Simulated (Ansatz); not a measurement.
Geometry optimisation, RKS PBE0-D4/6-31G* (Ansatz 0.2.0).

input.yaml

```yaml
crystal:
  periodic: [false, false, false]
  atoms:
    - { symbol: B, position_ang: [-0.128341, -0.319081, -0.085792] }
    - { symbol: O, position_ang: [-0.048852, -0.683581, 1.254717] }
    - { symbol: H, position_ang: [-0.925317, -0.832115, 1.619335] }
    - { symbol: "N", position_ang: [1.064112, -0.144792, -0.798148] }
    - { symbol: H, position_ang: [1.973391, -0.270796, -0.379596] }
    - { symbol: H, position_ang: [1.082031, 0.183696, -1.748861] }
    - { symbol: H, position_ang: [-1.184743, -0.179398, -0.635541] }
    - { symbol: P, position_ang: [0.329421, 2.589638, 0.941321] }
    - { symbol: H, position_ang: [0.419239, 3.5017, 2.032181] }
    - { symbol: H, position_ang: [1.719659, 2.646823, 0.659075] }
    - { symbol: H, position_ang: [0.4262, 1.426307, 1.750309] }
basis:
  gaussian: { orbitals: "6-31G*" }
hamiltonian:
  xc: pbe0
  dispersion: d4
relax:
  f_tol: 0.03
  max_steps: 50
```

Run as:

```bash
$ ansatz run input.yaml --threads 1 --pin off --max-ram 2048MiB --backend cpu --events-out ev --progress --plain --runs-dir out
```

**Question.** Where does it end, and by what steps?

**Answer.** The run converged. The force dipped under the threshold on the way, but the program's further checks kept it going. After 12 steps the energy has fallen by 0.109 eV; H3 moved furthest, 0.50 Å.

```
step  energy less start (eV)  largest force component (eV/Å)  accepted
   0                  0.0000                           0.590       yes
   1                 -0.0858                           0.396       yes
   2                  0.1844                           2.155        no
   3                 -0.1008                           0.111       yes
   4                 -0.1030                           0.087       yes
   5                 -0.1043                           0.051       yes
   6                 -0.1052                           0.262       yes
   7                 -0.1068                           0.226       yes
   8                 -0.1086                           0.008       yes
   9                 -0.1090                           0.032       yes
  10                 -0.1092                           0.030       yes
  11                 -0.1092                           0.041       yes
  12                 -0.1094                           0.021       yes
```

```xyz
11
Properties=species:S:1:pos:R:3
B -0.191 -0.546 -0.123
O -0.109 -1.016 1.166
H -0.969 -1.312 1.479
N 0.978 -0.078 -0.740
H 1.879 -0.101 -0.286
H 0.990 0.296 -1.674
H -1.234 -0.523 -0.723
P 0.498 2.916 0.933
H 0.703 3.825 2.010
H 1.888 2.657 0.779
H 0.294 1.801 1.788
```

Whether the end is a true minimum wasn't checked by a vibrational analysis.

The run took 51 s on 1 thread of Arm Neoverse V1, with other jobs on the host, peak memory 0.15 GiB.
